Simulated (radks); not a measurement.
All-electron atom: the tantalum ion Ta3+ in [Xe] 4f14 5d2. Calculated with a radial shooting solver on a logarithmic mesh with Libxc functionals: non-relativistic Kohn-Sham, r2SCAN, spin-polarised, spherical densities, point nucleus; open shells are filled with parallel spins first (spin-orbit coupling, left out, can overturn this in heavy ions); meta-GGA in the generalised Kohn-Sham scheme; relativity is left out, which matters for an element this heavy.

Unscreened Slater integrals over Kohn-Sham orbitals (cm^-1). They are taken over the spin-up orbitals.

| integral | value |
|---|---|
| F0(5d,5d) | 110780 |
| F2(5d,5d) | 58218 |
| F4(5d,5d) | 38590 |
| F0(5d,4f) | 142270 |
| F2(5d,4f) | 32860 |
| F4(5d,4f) | 15412 |
| G1(5d,4f) | 12593 |
| G3(5d,4f) | 11000 |
| G5(5d,4f) | 8573.3 |
| F0(5d,5p) | 125300 |
| F2(5d,5p) | 62830 |
| G1(5d,5p) | 76352 |
| G3(5d,5p) | 47201 |
| F0(5d,5s) | 129050 |
| G2(5d,5s) | 53917 |
| F0(4f,4f) | 328490 |
| F2(4f,4f) | 158580 |
| F4(4f,4f) | 100020 |
| F6(4f,4f) | 72106 |
| F0(4f,5p) | 183140 |
| F2(4f,5p) | 55787 |
| G2(4f,5p) | 23426 |
| G4(4f,5p) | 19054 |
| F0(4f,5s) | 198360 |
| G3(4f,5s) | 26086 |
| F0(5p,5p) | 148880 |
| F2(5p,5p) | 80631 |
| F0(5p,5s) | 155830 |
| G1(5p,5s) | 107640 |
| F0(5s,5s) | 164080 |

Derived for the open shells (J is the average intra-shell exchange parameter used in DFT+U). 5d: Racah B = F2/49 - 5 F4/441 = 750.6 cm^-1, C = 35 F4/441 = 3063 cm^-1, C/B = 4.08, F4/F2 = 0.663, J = (F2 + F4)/14 = 6915 cm^-1.
